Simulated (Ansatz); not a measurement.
`B[CH2][AlH][OH]` + `C[SiH2][SiH2]S` → `BS[SiH2][SiH2]C` + `[CH3][AlH][OH]`  (ligand exchange at a B–C bond)

Isolated molecules relaxed with PBE0-D4/def2-TZVP in Ansatz; ΔE leaves out vibrations. CCSD(T)/CBS is the MP2 limit (def2-TZVPP, def2-QZVPP) plus CCSD(T) − MP2 in def2-TZVPP, frozen cores. Functionals use def2-TZVPP. B3LYP here is the variant with VWN-RPA as its local correlation; programs differ in this. One conformer a species, not always the lowest.

`B[CH2][AlH][OH]`:

```xyz
10

B    -0.278    1.627   -0.094
C     0.859    0.636   -0.134
Al   -0.097   -1.086   -0.249
O    -0.531   -1.796    1.226
H    -0.762    1.967    0.949
H    -0.784    2.017   -1.112
H     1.454    0.513    0.776
H     1.462    0.604   -1.047
H    -0.370   -1.832   -1.616
H    -0.954   -2.649    1.301
```

`C[SiH2][SiH2]S`:

```xyz
12

C     0.128   -0.302    1.832
Si    0.162    0.939    0.430
Si   -0.730   -0.005   -1.515
S     0.393   -1.766   -2.030
H    -0.900   -0.564    2.091
H     0.614    0.101    2.723
H     0.647   -1.218    1.539
H     1.566    1.339    0.121
H    -0.589    2.176    0.790
H    -2.109   -0.520   -1.299
H    -0.766    0.961   -2.648
H     1.583   -1.142   -2.035
```

`BS[SiH2][SiH2]C`:

Cartesian coordinates in Å:
```
B -1.826 2.008 0.471
S -2.087 0.313 0.921
Si -1.184 -0.695 -0.775
Si 1.131 -0.366 -0.712
C 1.811 -0.921 0.944
H -2.225 2.833 1.234
H -1.280 2.306 -0.548
H -1.530 -2.134 -0.606
H -1.819 -0.201 -2.025
H 1.764 -1.123 -1.829
H 1.396 1.084 -0.930
H 2.886 -0.736 1.002
H 1.639 -1.989 1.096
H 1.324 -0.379 1.757
```

`[CH3][AlH][OH]`:

Z-matrix (Å, degrees):
```
C
Al 1 1.941
H 1 1.092 2 111.9
H 1 1.095 2 111.0 3 120.7
H 1 1.095 2 111.2 3 -121.1
O 2 1.701 1 117.6 3 -3.3
H 2 1.589 1 124.2 3 176.8
H 6 0.956 2 122.5 1 -179.8
```

| level | ΔE (kJ/mol) |
| --- | --- |
| B3LYP-D4 | -55.0 |
| PBE | -53.1 |
| B3LYP | -52.1 |
| HF/def2-QZVPP | -51.1 |

**Question.** What does CCSD(T)/CBS give? (Best estimate.)

**Answer.** Ansatz gave: -54.4 kJ/mol. The listed levels differ from it by -0.6, 1.3, 2.3, 3.3 kJ/mol.

Largest T1 diagnostic among the species: 0.014.
